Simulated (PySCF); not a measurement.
Compound: C₇H₉F₃.
Atom-mapped SMILES: `[F:1][C:2]([F:3])([F:4])[CH2:5][C@@H:6]1[CH2:7][C@@H:8]2[CH2:9][C@H:10]12` (hydrogens: H11, H12 on C5; H13 on C6; H14, H15 on C7; H16 on C8; H17, H18 on C9; H19 on C10)

Cartesian coordinates in Å at the PBE0-D3(BJ)/def2-SVP level; atoms count from 1:
```
atom  x, y, z in Å
F1     2.9716    0.1762   -1.0077
C2     2.4710    0.1991    0.2343
F3     3.4186   -0.2669    1.0554
F4     2.2711    1.4859    0.5515
C5     1.2086   -0.6118    0.3379
C6     0.1112   -0.1475   -0.6005
C7    -0.6140    1.2062   -0.3423
C8    -1.9483    0.4691   -0.3414
C9    -1.9551   -0.5528    0.7468
C10   -1.2356   -0.8621   -0.5290
H11    1.4835   -1.6549    0.1161
H12    0.8823   -0.5770    1.3881
H13    0.4918   -0.1707   -1.6327
H14   -0.3585    1.7250    0.5953
H15   -0.4861    1.9130   -1.1729
H16   -2.8676    0.8182   -0.8172
H17   -1.4073   -0.3693    1.6791
H18   -2.8954   -1.0926    0.8847
H19   -1.5226   -1.7111   -1.1552
```

Computed with PySCF at PBE0/pcSseg-1, non-relativistic, on one gas-phase PBE0-D3(BJ)/def2-SVP geometry that isn't relaxed in the solvent. The solvent is an IEF-PCM continuum (van der Waals radii × 1.2). Specific hydrogen bonds and non-electrostatic terms are outside this model.

```json
{"run": "gas", "E − E(gas) (kJ/mol)": "0.00", "HOMO (eV)": "-7.74", "HOMO–LUMO gap (eV)": "9.07", "dipole (D)": "2.46"}
{"run": "P", "E − E(gas) (kJ/mol)": "-13.14", "HOMO (eV)": "-7.49", "HOMO–LUMO gap (eV)": "9.13", "dipole (D)": "2.82"}
{"run": "Q", "E − E(gas) (kJ/mol)": "-12.38", "HOMO (eV)": "-7.50", "HOMO–LUMO gap (eV)": "9.13", "dipole (D)": "2.81"}
```

Task: The runs were made in acetone and water. Which run belongs to which solvent?

Result: P = water, Q = acetone. The dielectric constants are 20.49 (acetone), 78.36 (water), and the energy falls further as ε rises. In this model the ground state sees the solvent through ε alone.

Task: How constant is the ratio of the lowering to (ε − 1)/(2ε + 1)?

Result: 
```csv
solvent,(ε − 1)/(2ε + 1),E − E(gas) (kJ/mol),ratio (kJ/mol),polarisation term (kJ/mol)
acetone,0.464,-12.38,-26.7,-13.45
water,0.490,-13.14,-26.8,-14.34
```

The ratio changes by +0.4 % in size from acetone to water. The polarisation term is half the interaction of the solute with the induced surface charges.
